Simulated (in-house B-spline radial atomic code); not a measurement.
Configurations of neutral molybdenum, with energies counted from [Kr] 4d5 5s1. Level of theory: scalar-relativistic (X2C) BLYP, spin-polarised, spherical fractional occupations, Fermi nucleus of rms radius 4.4091 fm; calculated with a radial B-spline atomic code at the basis-set limit. Shells without spins written out take the highest spin.

Occupations are held fixed; configurations that lie above the ionisation limit could autoionise.

| configuration | E - E(ref) (eV) | highest orbital | its <r> (bohr) |
| --- | --- | --- | --- |
| [Kr] 4d6 | 2.7476 | 4d down | 2.482 |
| [Kr] 4d4 5s1 6p1 | 6.9097 | 6p up | 11.15 |
| [Kr] 4d4 5s1 6f1 | 8.1804 | 6f up | 43.01 |
| [Kr] 4d(1 up, 3 down) 5s(0 up, 1 down) 6p(1 up, 0 down) | 8.9508 | 6p up | 11.36 |
| [Ar] 3d10 4s2 4p5 4d5 5s1 6s1 | 38.748 | 6s up | 8.776 |
| [Ar] 3d9 4s2 4p6 4d5 5s1 5p1 | 229.58 | 5p up | 4.388 |
| [Ar] 3d(4 up, 5 down) 4s2 4p6 4d(0 up, 5 down) 5s(0 up, 1 down) 6p(1 up, 0 down) | 232.42 | 6p up | 11.43 |
| [Ar] 3d9 4s2 4p6 4d5 4f1 5s1 | 233.27 | 4f up | 17.36 |

Q: Order these further configurations by energy, lowest first.
A. [Ar] 3d10 4s2 4p5 4d5 5s2
B. [Ar] 3d10 4s2 4p5 4d5 5s1 6f1
C. [Kr] 4d(2 up, 3 down) 5s(0 up, 1 down)
D. [Kr] 4d(1 up, 4 down) 5p(0 up, 1 down)
E. [Kr] 4d(0 up, 5 down) 5d(0 up, 1 down)

A: C (3.4354 eV), D (5.5173 eV), E (5.7804 eV), A (34.155 eV), B (40.649 eV).

Q: How far above the reference does [Kr] 4d5 6p1 lie?

A: 5.5431 eV; its least bound orbital is 6p up with <r> = 11.5 bohr.

Q: How far above the reference does [Ar] 3d9 4s2 4p6 4d6 5s1 lie?

A: 226.98 eV; its least bound orbital is 4d down with <r> = 1.939 bohr.

Q: How far above the reference does [Kr] 4d(1 up, 4 down) 5s(1 up, 0 down) lie?

A: 2.8249 eV; its least bound orbital is 4d up with <r> = 2.132 bohr.
